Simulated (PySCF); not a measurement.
**Simulated characterisation data**

- PBE0/pcSseg-1 with gauge-including orbitals
- coordinates at the GFN2-xTB level
- code: PySCF 2.14.0 with density-fitted response routines
- averaged over atoms made equivalent by symmetry, fast rotation or ring inversion, isolated molecule, relativity neglected, one computed conformer

Shifts are taken against calculated references (same method and geometry level): ¹H (31.72 ppm) and ¹³C (186.93 ppm) vs TMS. Splittings of carbon signals by F and P are missing where no couplings were computed. Where no couplings were computed, multiplicities follow the n + 1 count of equivalent neighbours, and m marks all less simple cases (inequivalent or close neighbours, rings, F or P nearby). Shifts are as computed. Against solution values, carbons near 30 ppm lie about +3 ppm off and those near 130 ppm about +5 ppm. Of 1309 compounds with measured shifts, 239 miss one by over three times the rms of a fit or turn the order of signals round; such compounds aren't used in these exercises. OH and NH positions are gas-phase values without hydrogen bonding to other molecules.

Compound 1 (C₅H₇NOSi₂). ¹H NMR (500 MHz, computed): δ 12.44 (d, 1H), 5.25 (m, 1H), 5.06 (m, 1H), 4.51 (m, 1H), 1.48 (s, 1H), 0.28 (br s, 2H). ¹³C{¹H} NMR (computed): δ 253.3 (CH), 103.2 (C), 80.2 (C), 75.1 (CH), 74.2 (C). Structure: `C(#CC#C)[Si@@H](C=O)[SiH2]N`.

Compound 2 (C₇H₁₄FNSi). ¹H NMR (500 MHz, computed): δ 6.48 (m, 1H), 5.66 (m, 1H), 4.67 (m, 1H), 4.47 (m, 1H), 2.56 (m, 1H), 2.29 (s, 6H), 2.08 (d, 3H). ¹³C{¹H} NMR (computed): δ 156.9 (CH), 138.4 (C), 100.5 (CH), 68.3 (CH), 47.9 (CH3), 20.9 (CH3). Structure: `[SiH2]1/C(=C/C)[C@@H](F)[C@@H]1N(C)C`.
